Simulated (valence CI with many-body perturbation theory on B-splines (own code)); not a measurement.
Results of a calculation; reference values are marked as such.
**Bi LXXVIII: what each term of the Hamiltonian does**

Level of theory: relativistic CI+MBPT: four valence electrons over a frozen Dirac-Fock core [He], a basis of 11 s, 11 p, 9 d, 7 f, 5 g, 2 h, 1 i functions for each j, with the one-electron correlation potential Σ1 (screened to all orders), the two-electron term Σ2, the three-electron term Σ3, Breit, model QED; selected single and double excitations, second order for the rest (own B-spline code, finite nucleus).

No measured spectrum was set against this ion. As an estimate, large intervals hold to a few tenths of a per cent, small ones and those within an open d or f shell to about a per cent. Among the levels kept, up to 280 cm⁻¹ of a level comes from second order outside the variational space, and about a tenth of that is noise between levels of different J, which matters for small intervals.

Each rung adds one term. CI alone is the Dirac-Coulomb CI over the frozen core; QED comes last and gives the full result, which names the levels. Energies are above (2s^2 2p1/2^2) J=0 on the same rung, in Ry.

Levels are named by their leading jj configuration (3d3/2^4 stands for four electrons in 3d with j = 3/2), which in mixed levels can hold well under half, so a name can repeat and another be missing. Letters in brackets count levels of one name in rising energy.

| Level | CI alone | Σ1 | Σ2 | Σ3 | Breit | QED | Full |
| --- | --- | --- | --- | --- | --- | --- | --- |
| (2s^2 2p1/2 2p3/2) J=1 | 180.27 | +0.023 | -0.004 | -0.002 | -2.522 | +0.176 | 177.94 |
| (2s^2 2p1/2 2p3/2) J=2 | 182.45 | +0.023 | -0.002 | -0.005 | -3.389 | +0.176 | 179.26 |
| (2s 2p1/2^2 2p3/2) J=2 | 207.89 | -0.008 | -0.023 | -0.007 | -1.051 | -1.847 | 204.96 |
| (2s 2p1/2^2 2p3/2) J=1 | 215.12 | -0.008 | -0.035 | -0.015 | -0.690 | -1.852 | 212.52 |
| (2s^2 2p3/2^2) J=2 | 364.59 | +0.046 | -0.002 | -0.007 | -5.269 | +0.325 | 359.68 |
| (2s^2 2p3/2^2) J=0 | 369.12 | +0.046 | +0.005 | -0.012 | -4.311 | +0.323 | 365.17 |
| (2s 2p1/2 2p3/2^2) J=2 [a] | 385.48 | +0.015 | -0.015 | -0.007 | -3.270 | -1.675 | 380.53 |
| (2s 2p1/2 2p3/2^2) J=3 | 390.26 | +0.015 | -0.018 | -0.010 | -4.636 | -1.676 | 383.93 |
| (2s 2p1/2 2p3/2^2) J=0 | 393.94 | +0.015 | -0.011 | -0.012 | -2.523 | -1.679 | 389.73 |
| (2s 2p1/2 2p3/2^2) J=1 [a] | 396.51 | +0.015 | -0.037 | -0.016 | -3.124 | -1.683 | 391.66 |
| (2s 2p1/2 2p3/2^2) J=2 [b] | 397.87 | +0.015 | -0.032 | -0.017 | -3.948 | -1.682 | 392.21 |
| (2s 2p1/2 2p3/2^2) J=1 [b] | 397.40 | +0.015 | -0.022 | -0.015 | -3.066 | -1.680 | 392.63 |
| (2p1/2^2 2p3/2^2) J=2 | 426.08 | -0.016 | -0.059 | -0.020 | -1.538 | -3.675 | 420.77 |
| (2p1/2^2 2p3/2^2) J=0 | 430.76 | -0.016 | -0.053 | -0.020 | -0.565 | -3.676 | 426.42 |
| (2s 2p3/2^3) J=2 | 574.59 | +0.038 | -0.013 | -0.013 | -5.646 | -1.506 | 567.45 |
| (2s 2p3/2^3) J=1 | 581.76 | +0.038 | -0.026 | -0.018 | -5.315 | -1.511 | 574.92 |
| (2p1/2 2p3/2^3) J=1 | 607.35 | +0.006 | -0.048 | -0.020 | -3.427 | -3.539 | 600.32 |
| (2p1/2 2p3/2^3) J=2 | 609.53 | +0.006 | -0.046 | -0.020 | -4.284 | -3.538 | 601.65 |
| (2p3/2^4) J=0 | 793.56 | +0.029 | -0.035 | -0.020 | -5.504 | -3.372 | 784.66 |

The middle columns are the shifts that each term adds.

Q: How does the ionisation energy move along the ladder, and which term matters most?

A: CI alone 24217, + Σ1 24217, + Σ2 24217, + Σ3 24217, + Breit 24156, + QED 24155 eV. The largest step is Breit, -61 eV. NIST lists 24150 ± 120 eV (theoretical).
